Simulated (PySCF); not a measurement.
Job file and geometry (Å, from PBE0-D3(BJ)/def2-SVP) of an NMR shielding run on `InChI=1S/C5H15NSi2/c1-5-3-4-8(6-2)7-5/h5-6,8H,3-4,7H2,1-2H3/t5-,8-/m0/s1`, PySCF, GIAO wB97X-D/pcSseg-1 NMR shielding, non-relativistic, gas phase; density fitting, a coarse starting grid and PySCF grid level 2 are the driver's defaults:

```
$ OMP_NUM_THREADS=1 python probes_run.py task.json out

{"job": {"kind": "nmr", "xc": "wB97X-D", "basis": "pcSseg-1", "pop": false}, "charge": 0, "multiplicity": 1}
C     -2.736246     0.014680     0.623165
N     -1.775601     0.652916    -0.242551
Si    -0.457725     1.654501     0.293550
C      0.860596     1.692326    -1.073046
C      1.738623     0.443206    -0.924863
C      2.342317     0.315321     0.483865
C      3.239701    -0.906064     0.637851
Si     0.902438     0.423264     1.747606
H     -3.587536     0.660006     0.917645
H     -3.155665    -0.892422     0.155589
H     -2.241784    -0.309237     1.553750
H     -2.134296     0.834804    -1.174894
H     -0.841390     3.046359     0.718537
H      1.471187     2.605629    -0.952466
H      0.406586     1.750403    -2.076491
H      1.127528    -0.454297    -1.138724
H      2.550685     0.443560    -1.674845
H      2.944609     1.226863     0.666919
H      4.057261    -0.899532    -0.103838
H      2.670537    -1.838508     0.491026
H      3.699744    -0.955941     1.637302
H      0.356022    -0.942960     2.039218
H      1.332410     1.038709     3.043049
```

Question: What does the program print?

Answer: 
```
coarse grid: 19040 points
cycle   1  E = -833.0805796308  dE =  7.781e-01  |g| = 4.060e-01  |ddm| = 4.123e+00
cycle   2  E = -833.0965715184  dE = -1.599e-02  |g| = 3.613e-01  |ddm| = 6.695e-01
cycle   3  E = -833.1246717902  dE = -2.810e-02  |g| = 4.648e-02  |ddm| = 3.182e-01
cycle   4  E = -833.1251823620  dE = -5.106e-04  |g| = 2.087e-02  |ddm| = 7.574e-02
cycle   5  E = -833.1252841983  dE = -1.018e-04  |g| = 3.526e-03  |ddm| = 2.006e-02
cycle   6  E = -833.1252881611  dE = -3.963e-06  |g| = 1.132e-03  |ddm| = 7.075e-03
final grid: 171464 points
cycle   7  E = -833.1798381237  dE = -2.610e-04  |g| = 6.626e-03  |ddm| = 4.702e-02
cycle   8  E = -833.1798423904  dE = -4.267e-06  |g| = 6.139e-03  |ddm| = 1.384e-02
cycle   9  E = -833.1798502822  dE = -7.892e-06  |g| = 6.920e-04  |ddm| = 4.993e-03
cycle  10  E = -833.1798504370  dE = -1.548e-07  |g| = 3.272e-04  |ddm| = 1.571e-03
cycle  11  E = -833.1798504630  dE = -2.602e-08  |g| = 9.238e-05  |ddm| = 4.260e-04
cycle  12  E = -833.1798504659  dE = -2.879e-09  |g| = 2.113e-05  |ddm| = 1.676e-04
cycle  13  E = -833.1798504661  dE = -2.658e-10  |g| = 7.268e-06  |ddm| = 7.203e-05
converged SCF energy = -833.1798504661

GIAO shielding tensors (ppm)
atom      isotropic    diamagn.    paramagn.     s11        s22        s33       span
  0 C      151.679     240.801     -89.122    130.628    139.543    184.865     54.237
  1 N      253.964     324.043     -70.079    212.804    248.094    300.995     88.191
  2 Si     359.876     881.179    -521.303    308.909    356.371    414.347    105.438
  3 C      166.027     254.406     -88.379    158.115    165.571    174.395     16.281
  4 C      149.632     249.920    -100.289    124.774    154.179    169.942     45.168
  5 C      161.713     254.100     -92.387    145.960    159.938    179.241     33.281
  6 C      164.033     243.188     -79.155    152.343    155.161    184.595     32.251
  7 Si     411.550     882.596    -471.046    372.324    393.397    468.930     96.607
  8 H       28.756      25.989       2.767     23.512     26.249     36.507     12.994
  9 H       28.666      28.414       0.252     23.763     26.091     36.145     12.382
 10 H       28.985      29.663      -0.679     24.147     29.199     33.608      9.461
 11 H       31.992      33.259      -1.267     21.723     31.705     42.548     20.826
 12 H       26.302      29.150      -2.848     22.219     24.610     32.078      9.859
 13 H       30.997      31.642      -0.646     26.030     28.859     38.101     12.071
 14 H       30.376      32.238      -1.862     25.940     27.915     37.275     11.334
 15 H       30.094      34.527      -4.433     26.525     29.490     34.267      7.742
 16 H       29.550      32.330      -2.780     23.766     28.776     36.107     12.341
 17 H       30.822      32.504      -1.682     26.957     29.286     36.223      9.266
 18 H       29.964      27.746       2.217     24.923     27.515     37.452     12.529
 19 H       30.351      29.620       0.731     26.243     28.678     36.132      9.889
 20 H       29.886      27.265       2.621     24.776     27.738     37.144     12.367
 21 H       27.892      31.066      -3.174     24.548     26.648     32.480      7.932
 22 H       27.680      30.218      -2.537     24.042     25.456     33.543      9.501
```

Question: Turn these shieldings into chemical shifts. Referencing at the same level of theory: ¹³C (184.54 ppm), ²⁹Si (352.93 ppm), ¹H (31.38 ppm) against TMS; ¹⁵N (263.98 ppm) vs NH3.

Answer: Averaging equivalent atoms: C 4: 34.9; C 0: 32.9; C 5: 22.8; C 6: 20.5; C 3: 18.5; N 1: 10.0; Si 2: -6.9; Si 7: -58.6; H 12: 5.08; H 22: 3.70; H 21: 3.49; H 8/9/10: 2.58; H 16: 1.83; H 18/19/20: 1.31; H 15: 1.29; H 14: 1.00; H 17: 0.56; H 13: 0.38; H 11: -0.61 ppm. Experimental scales use liquid or dissolved standards, which lie at an offset from isolated NH3 (liquid NH3: subtract about 20 ppm).

Size and cost of the density-fitted run: 225 basis functions, 110 s wall time on 1 thread of an Arm Neoverse N1, shared host; peak memory 1.3 GiB.
